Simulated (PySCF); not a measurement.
Calculated NMR data

Theory: GIAO PBE0/pcSseg-1 shieldings, geometry from GFN2-xTB, in PySCF (no relativistic terms, fast rotation and ring inversion assumed for equivalent nuclei, one conformer, no solvent).

Chemical shifts δ = σref − σ; ¹H (σ = 31.72 ppm), ¹³C (σ = 186.93 ppm) against TMS, all at this level. Where no couplings were computed, multiplicities follow the n + 1 count of equivalent neighbours, and m marks all less simple cases (inequivalent or close neighbours, rings, F or P nearby). Shifts are as computed. Against solution values, carbons near 30 ppm lie about +3 ppm off and those near 130 ppm about +5 ppm. Of 1309 compounds with measured shifts, 239 miss one by over three times the rms of a fit or turn the order of signals round; such compounds aren't used in these exercises.

Compound 1 (C5H11NOSi2). ¹H NMR (400 MHz, computed): δ 7.02 (m, 1H), 6.43 (m, 1H), 4.93 (s, 6H), 2.39 (s, 3H). ¹³C{¹H} NMR (computed): δ 158.2 (C), 137.0 (CH), 123.0 (CH), 101.0 (C), 12.8 (CH3). Structure: `[SiH3]N(c1c(C)cco1)[SiH3]`.

Compound 2 (C5H11NOSi2). ¹H NMR (400 MHz, computed): δ 6.31 (t, 1H), 4.16 (m, 2H), 4.00 (s, 3H), 3.96 (m, 2H), 0.25 (t, 3H). ¹³C{¹H} NMR (computed): δ 149.2 (C), 127.0 (CH), 118.0 (C), 58.1 (CH3), -7.8 (CH3). Structure: SMILES CO/C(C#N)=C\[SiH2][SiH2]C.
